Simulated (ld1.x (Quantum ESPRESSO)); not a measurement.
palladium, ultrasoft: configuration errors across variants

ld1.x (Quantum ESPRESSO) 7.5 input, shortened:

```
&input
   title='Pd', zed=46., rel=1, dft='PZ', iswitch=3,
   config='[Kr] 4d10 5s0 5p0'
 /
 &inputp
   pseudotype=3, tm=.true., lloc=-1, rcloc=1.60,
   nlcc=.true., new_core_ps=.true., rcore=0.80
 /
6
4S  1  0   2.00   0.00  1.30  1.70  0.0
5S  2  0   0.00   0.00  1.30  1.70  0.0
4P  2  1   6.00   0.00  1.40  1.55  0.0
5P  3  1   0.00   0.00  1.40  1.55  0.0
4D  3  2  10.00   0.00  1.15  1.45  0.0
4D  3  2   0.00   0.85  1.15  1.45  0.0
 &test
   configts(1)='4s2 4p6 4d10 5s0 5p0'
 /
```

All-electron excitation energies from the reference (eV): (1) 4s2 4p6 4d9 5s0 5p0 9.389; (2) 4s2 4p6 4d8 5s0 5p0 30.470; (3) 4s2 4p6 4d7 5s0 5p0 65.065; (4) 4s2 4p5 4d10 5s0 5p0 57.340; (5) 4s2 4p6 4d6 5s0 5p0 114.618; (6) 4s2 4p6 4d9.5 5s0 5p0 3.370; (7) 4s2 4p6 4d9 5s0 5p0 spin 9.244; (8) 4s2 4p6 4d8 5s0 5p0 spin 29.835.

Spin tests fill each open shell by Hund’s rule, majority spin first.

The overlap operator is not positive definite (basis up to 400 Ry) in “base”, “core correction none”, “core correction Bessel-smoothed model core inside 0.64 bohr”, “core correction Bessel-smoothed model core inside 0.86 bohr”, “core correction Bessel-smoothed model core inside 0.94 bohr”, “core correction Bessel-smoothed model core inside 1.14 bohr”, “core correction Bessel-smoothed model core inside 1.50 bohr”, “core correction Bessel-smoothed model core inside 1.68 bohr”. Such files are unfit for use, however small their errors in these radial tests.

Tests that are not counted but printed errors over 1 eV. “base”: 4s2 4p6 4d9 5s1 5p0 (solver errors, printed error -3.3 eV). “core correction none”: 4s2 4p6 4d9 5s1 5p0 (solver errors, printed error -3.3 eV). “core correction Bessel-smoothed model core inside 0.64 bohr”: 4s2 4p6 4d9 5s1 5p0 (solver errors, printed error -3.3 eV). “core correction Bessel-smoothed model core inside 0.86 bohr”: 4s2 4p6 4d9 5s1 5p0 (solver errors, printed error -3.3 eV). “core correction Bessel-smoothed model core inside 0.94 bohr”: 4s2 4p6 4d9 5s1 5p0 (solver errors, printed error -3.3 eV).

Errors AE − PS in meV (a dash: test not solved or not reliable):

| change | (1) | (2) | (3) | (4) | (5) | (6) | (7) | (8) | bound ghosts |
| --- | --- | --- | --- | --- | --- | --- | --- | --- | --- |
| base | -2.1 | -21 | -86 | -63 | -235 | -0.1 | +2.4 | +0.1 | not determined (overlap not positive) |
| core correction none | -2.0 | -20 | -78 | -57 | -207 | -0.1 | +9.1 | +32 | not determined (overlap not positive) |
| core correction Bessel-smoothed model core inside 0.64 bohr | -2.1 | -21 | -86 | -64 | -236 | -0.1 | +2.0 | -2.0 | not determined (overlap not positive) |
| core correction Bessel-smoothed model core inside 0.86 bohr | -2.1 | -21 | -85 | -63 | -234 | -0.1 | +2.9 | +2.3 | not determined (overlap not positive) |
| core correction Bessel-smoothed model core inside 0.94 bohr | -2.1 | -21 | -85 | -62 | -232 | -0.2 | +3.8 | +6.7 | not determined (overlap not positive) |
| core correction Bessel-smoothed model core inside 1.14 bohr | -2.0 | -21 | -83 | -60 | -225 | -0.1 | +6.6 | +20 | not determined (overlap not positive) |
| core correction Bessel-smoothed model core inside 1.50 bohr | -2.0 | -20 | -79 | -57 | -209 | -0.1 | +8.8 | +31 | not determined (overlap not positive) |
| core correction Bessel-smoothed model core inside 1.68 bohr | -2.0 | -20 | -78 | -57 | -207 | -0.1 | +9.0 | +32 | not determined (overlap not positive) |

(1) Give the same row for: core correction Bessel-smoothed model core inside 1.34 bohr.

Answers

(1) -2.0, -20, -80, -58, -214, -0.1, +8.3, +29; bound ghosts: not determined (overlap not positive). Not counted: 4s2 4p6 4d9 5s1 5p0 (solver errors, printed error -3.3 eV). Its overlap operator is not positive definite in a basis up to 400 Ry (lowest eigenvalue p -3.58), so the file is unfit for use: the generalised eigenproblem breaks down once the basis is large enough, and its test numbers describe a broken file.
